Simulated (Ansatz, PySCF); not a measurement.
Ways to break one bond of F[SiH2]N[SiH3]:

A. F[SiH2]N[SiH3] -> F[SiH2][N][SiH3] + H atom
B. F[SiH2]N[SiH3] -> F[SiH2] + [NH][SiH3]

Quantity: bond dissociation energy (enthalpy at 298 K, with B3LYP-D3(BJ) rigid-rotor harmonic-oscillator terms), kcal/mol. Structures are relaxed separately at B3LYP-D3(BJ)/def2-TZVP in Ansatz (a quantum-chemistry and plane-wave program), one conformer each, not searched for the lowest. Frequencies are from Ansatz or PySCF. Cores are frozen in the correlated levels unless marked. Open shells are spin-unrestricted. No spin-orbit coupling. No relativistic terms. CBS(X,Y): correlation extrapolated as X^-3; Hartree-Fock from the larger set. The bracket is a focal-point correction in the basis named.

```json
[
 {"": "A", "RI-HF/aug-cc-pV(T+d)Z (Ansatz)": "81.7", "BLYP-D4/def2-TZVPD (Ansatz + dftd4)": "103.1", "B3LYP/def2-TZVPD (Ansatz)": "105.5", "RI-MP2/CBS(cc-pV(T+d)Z,cc-pV(Q+d)Z)+[CCSD(T)-MP2]/cc-pV(T+d)Z (Ansatz)": "112.7"},
 {"": "B", "RI-HF/aug-cc-pV(T+d)Z (Ansatz)": "89.1", "BLYP-D4/def2-TZVPD (Ansatz + dftd4)": "108.7", "B3LYP/def2-TZVPD (Ansatz)": "108.5", "RI-MP2/CBS(cc-pV(T+d)Z,cc-pV(Q+d)Z)+[CCSD(T)-MP2]/cc-pV(T+d)Z (Ansatz)": "120.0"}
]
```
